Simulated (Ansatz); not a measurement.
**Energy profile**

The step: SiN₃H₇O ([NH2][Si]([NH2])([NH2])[OH]) → SiN₂H₄O ([NH2][Si]([NH2])[O]) + NH₃ (still joined by a long Si–N bond); bonds formed: N2–H4; bonds broken: O3–H4; bonds weakened to dative contacts: Si1–N2 (atoms numbered as in the saddle structure below).

```xyz
12
angstrom
Si -0.3250 -0.2438 0.1153
N 0.8368 0.9728 0.9633
O -0.9366 -0.4543 1.5573
H 0.0713 0.4734 1.7585
N -1.0703 0.6117 -1.1660
N 0.5049 -1.5416 -0.5913
H 1.8118 0.7183 1.0470
H 0.7505 1.9655 0.7910
H -1.4770 0.0663 -1.9101
H -1.6695 1.3922 -0.9462
H 0.6476 -2.3984 -0.0870
H 0.8555 -1.5622 -1.5319
```

Electronic energies by CCSD(T) at an estimated basis limit (MP2 extrapolated from triple and quadruple zeta, plus CCSD(T) − MP2 in triple zeta), on PBE0-D4/def2-TZVP structures; SiN₃H₇O, singlet; no counterpoise correction. Computed with Ansatz 0.2.0 (basis: def2-TZVPP and def2-QZVPP); correlated methods freeze the cores. Extrapolation: Hartree–Fock as exp(−7.88 √X), correlation as X^−2.97.

Give the profile in eV, counted from the start structure. (An estimate is asked for; the value comes from the calculation.)

Computed:
| point | eV |
| --- | --- |
| start structure | 0.000 |
| saddle | 1.774 |
| end structure | 1.216 |
| separated: SiN₂H₄O (linked as [NH2][Si]([NH2])[O]; Si1, O3, N5, N6, H9, H10, H11, H12; singlet) + NH₃ (N2, H4, H7, H8; singlet) | 2.182 |

No T1 diagnostic of these runs exceeds 0.014.

For scale, one of the runs: CCSD(T)/def2-TZVPP, 264 basis functions, launched by `ansatz run in.yaml --threads 8 --pin off --events-out ev --progress --plain --max-ram 19148MiB`. Hardware: 8 CPU threads of an Arm Neoverse V2, shared host. Wall time 93 s; peak host memory 6.7 GiB.
